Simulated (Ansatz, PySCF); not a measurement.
Species: selenium dioxide, SeO₂, charge 0, multiplicity 1. 
Structure (B3LYP-D3(BJ)/def2-TZVP (Ansatz, an electronic-structure program) minimum search):
```xyz
3

O     -1.3669     0.5583    -0.0329
Se     0.0083    -0.2816     0.0062
O      1.3317     0.6385     0.0066
```
Charge 0, spin multiplicity 1.

Total electronic energies in hartree. Cores are frozen in the correlated levels unless marked. Spin-orbit coupling is left out. The frozen core is the preceding noble-gas configuration, with the filled d and f shells of earlier blocks. No relativistic terms. FCI takes restricted orbitals. CBS(X,Y): correlation extrapolated as X^-3; Hartree-Fock from the larger set.

The Hartree-Fock reference is unstable (checked in the largest basis), which strains HF and MP2. The T1 diagnostic of CCSD in the largest basis is 0.027, which is high, so the coupled-cluster rows are less sure than usual.

```
level                                program  energy (Eh)
----------------------------  --------------  -----------
HF/def2-TZVPD                          PySCF  -2549.53022
HF-D4/def2-TZVPD               PySCF + dftd4  -2549.53736
RI-HF/cc-pVTZ                         Ansatz  -2549.56326
RI-HF/cc-pVQZ                         Ansatz  -2549.58170
BP86/def2-TZVPD                        PySCF  -2552.30021
PBE0/STO-3G                           Ansatz  -2522.70679
PBE0/def2-SVP                         Ansatz  -2551.06096
PBE0/def2-QZVPP                       Ansatz  -2551.61938
r2SCANh/def2-TZVPD                    Ansatz  -2551.90920
PW6B95/def2-TZVPD                      PySCF  -2553.25214
HSE06-D3(BJ)/def2-TZVPD       Ansatz + dftd3  -2551.55968
HSE06-D4/def2-TZVPD           Ansatz + dftd4  -2551.56010
B2PLYP/def2-TZVPD                     Ansatz  -2551.51443
RPA@PBE/cc-pVTZ                       Ansatz  -2550.49294
RPA@PBE/cc-pVQZ                       Ansatz  -2550.60088
RI-MP2/cc-pVQZ                        Ansatz  -2550.30000
RI-MP2/CBS(cc-pVTZ,cc-pVQZ)           Ansatz   -2550.3374
CCSD/cc-pVQZ                          Ansatz  -2550.27449
CCSD(T)/6-31G*                        Ansatz  -2549.67685
CCSD(T)/aug-cc-pVDZ                   Ansatz  -2550.02773
CCSD(T)/aug-cc-pVTZ                   Ansatz  -2550.27148
FCI/STO-3G                            Ansatz  -2521.23090
CCSD(T)/CBS(cc-pVTZ,cc-pVQZ)          Ansatz   -2550.3524
```

Totals of different functionals don't rank their quality; only differences between species are comparable.
